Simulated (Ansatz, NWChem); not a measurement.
# Abstraction of Cl: C2H3ClO + BCl2 → C2H3O + BCl3

Gas-phase species: C2H3ClO (acetyl chloride) `CC(=O)Cl`, singlet; BCl2 `Cl[B]Cl`, doublet; C2H3O `C[C]=O`, doublet; BCl3 (boron trichloride) `ClB(Cl)Cl`, singlet. A radical takes Cl: the energy is the difference in strength between the C–Cl bond broken and the B–Cl bond made.

Shapes, held fixed at every level: PBE0-D4/def2-TZVP. Programs: Ansatz 0.2.0, NWChem 7.3.0. The zero-point and thermal change to 298 K, harmonic and unscaled (PBE0-D4/def2-TZVP), is -1.8 kJ/mol.

Question: Estimate ΔH(298 K) of this reaction.

Answer: The highest level, CCSD(T)/CBS estimate, gives ΔH(298 K) = -142.9 kJ/mol; the levels span -148.4 to -126.8. The column of differences is taken from that level and isn't an error. No measured value is set beside it here. Open shells run unrestricted. The CBS estimate extrapolates MP2 from def2-TZVPP and def2-QZVPP and adds CCSD(T) − MP2 in the triple-zeta set, cores frozen.

```json
{"level": "HF/def2-TZVPP", "kind": "Hartree–Fock", "ΔH(298 K) (kJ/mol)": "-144.7", "less CCSD(T)/CBS estimate": "-1.8"}
{"level": "r2SCAN-D4/def2-TZVPP", "kind": "meta-GGA", "ΔH(298 K) (kJ/mol)": "-126.8", "less CCSD(T)/CBS estimate": "+16.1"}
{"level": "PBE0/def2-SVP", "kind": "global hybrid", "ΔH(298 K) (kJ/mol)": "-144.5", "less CCSD(T)/CBS estimate": "-1.6"}
{"level": "B3LYP-D4/def2-TZVPP", "kind": "global hybrid", "ΔH(298 K) (kJ/mol)": "-139.5", "less CCSD(T)/CBS estimate": "+3.4"}
{"level": "BHLYP-D4/def2-TZVPP", "kind": "global hybrid", "ΔH(298 K) (kJ/mol)": "-148.4", "less CCSD(T)/CBS estimate": "-5.5"}
{"level": "wB97X-V/def2-TZVPP", "kind": "range-separated hybrid", "ΔH(298 K) (kJ/mol)": "-147.6", "less CCSD(T)/CBS estimate": "-4.7"}
{"level": "CCSD/def2-TZVPP", "kind": "coupled cluster or CI", "ΔH(298 K) (kJ/mol)": "-146.2", "less CCSD(T)/CBS estimate": "-3.3"}
{"level": "CCSD(T)/CBS estimate", "kind": "coupled cluster or CI", "ΔH(298 K) (kJ/mol)": "-142.9", "less CCSD(T)/CBS estimate": "0.0"}
```
